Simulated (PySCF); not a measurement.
**Niobium: a sound run and one with changed settings**

Sound run: Nb²⁺ [Kr] 4d3, Nb³⁺ [Kr] 4d2. Computed with PySCF 2.14 in x2c-TZVPall (8s6p6d1f, 63 functions), with scalar relativity by spin-free X2C-1e. The sound run starts from symmetry-adapted Hartree-Fock orbitals and uses a fine grid where one is needed.

A second run was set up differently.

```csv
species,method,sound run (hartree),changed run (hartree),converged
Nb²⁺,UHF,-3816.53349,-3816.53290,no
Nb²⁺,r2SCAN,-3818.55776,-3818.55752,no
Nb²⁺,BP86,-3819.00331,-3819.00295,no
Nb³⁺,UHF,-3815.64223,-3815.63968,no
Nb³⁺,r2SCAN,-3817.62108,-3817.62092,no
Nb³⁺,BP86,-3818.06380,-3818.06373,no
```

(1) What was changed?
A. too few SCF iterations
B. basis contracted for another Hamiltonian
C. level shift left on
D. radial grid too coarse

Results:

(1) A. It used initial guess atom, at most 3 SCF cycles. The SCF was stopped early; the energies are upper bounds that still move, and correlated levels were skipped or rest on poor orbitals.
